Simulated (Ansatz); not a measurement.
`[BH2][GeH2][Cl]` → `BCl` + `[GeH2]` at 500 K and 1 bar (germylene formation by 1,1-elimination).

Gas-phase electronic energies from Ansatz, PBE0-D4/def2-TZVP geometries. CBS: MP2 limit from def2 TZ/QZ plus the TZ coupled-cluster correction, frozen cores. This one scheme is used for every species. For Ge outer-core shells are correlated without core-valence functions, which leaves a few kJ/mol of doubt a bond. Scalar relativity is left out up to krypton.

```json
{"species": "`[BH2][GeH2][Cl]`", "CCSD(T)/CBS energy (Eh)": "-2563.08808", "H − E (kJ/mol)": "132.7", "S (J/(mol·K))": "365.9"}
{"species": "`BCl`", "CCSD(T)/CBS energy (Eh)": "-485.78909", "H − E (kJ/mol)": "75.1", "S (J/(mol·K))": "258.0"}
{"species": "`[GeH2]`", "CCSD(T)/CBS energy (Eh)": "-2077.24753", "H − E (kJ/mol)": "46.3", "S (J/(mol·K))": "239.7"}
```

H − E and S are ideal-gas, rigid-rotor, harmonic terms from PBE0-D4/def2-TZVP. 1 Eh = 2625.50 kJ/mol, R = 8.31446 J/(mol·K).

**Question.** By hand: ΔE, ΔH, ΔS and ΔG.

**Answer.** ΔE = (-485.78909) + (-2077.24753) − (-2563.08808) = 0.05146 Eh = 135.1 kJ/mol. Δ(H − E) = 75.1 + 46.3 − 132.7 = -11.3, so ΔH = 123.8 kJ/mol. ΔS = 258.0 + 239.7 − 365.9 = 131.8 J/(mol·K). ΔG = 123.8 − 500 × (131.8)/1000 = 57.9 kJ/mol.

**Question.** By hand: the equilibrium constant, and the temperature at which ΔG would vanish if ΔH and ΔS stayed fixed.

**Answer.** log₁₀ K = −ΔG/(RT ln 10) = -6.0. ΔG = 0 at ΔH/ΔS = 939 K.

The number of gas molecules changes by +1, which sets the sign of ΔS. A doubt of 5 kJ/mol in ΔE shifts log₁₀ K by 0.5 here. These are equilibria of isolated gas molecules and say nothing of rates. Largest T1 diagnostic: 0.012 (customary marks: 0.02 for closed shells, 0.045 for open ones).
